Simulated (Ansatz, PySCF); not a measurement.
Molecule: GeCl2F, charge 0, multiplicity 2. SMILES: [Ge]([Cl])([F])[Cl]
Geometry: optimised at B3LYP-D3(BJ)/def2-TZVP (Ansatz, a first-principles code).

Unscaled harmonic wavenumbers (cm⁻¹) in rising order, each level at the stationary point that it reaches from this structure (no distance between atoms moves by over 0.3 Å); the order of modes can differ between levels, and a negative number is imaginary. B3LYP-D3(BJ)/def2-TZVP (PySCF, at the structure above): 124, 177, 191, 378, 412, 677.

HF/3-21G (Ansatz): 127, 192, 216, 388, 428, 857. Zero-point energy 3.2 against 2.8 kcal/mol; where all levels lie over 400 cm⁻¹, the wavenumbers are on average 1.265 times those of B3LYP-D3(BJ)/def2-TZVP.

B3LYP/6-31G* with LANL2DZ past Ar (Ansatz): 122, 175, 188, 351, 385, 691. Zero-point energy 2.7 against 2.8 kcal/mol; where all levels lie over 400 cm⁻¹, the wavenumbers are on average 1.021 times those of B3LYP-D3(BJ)/def2-TZVP.
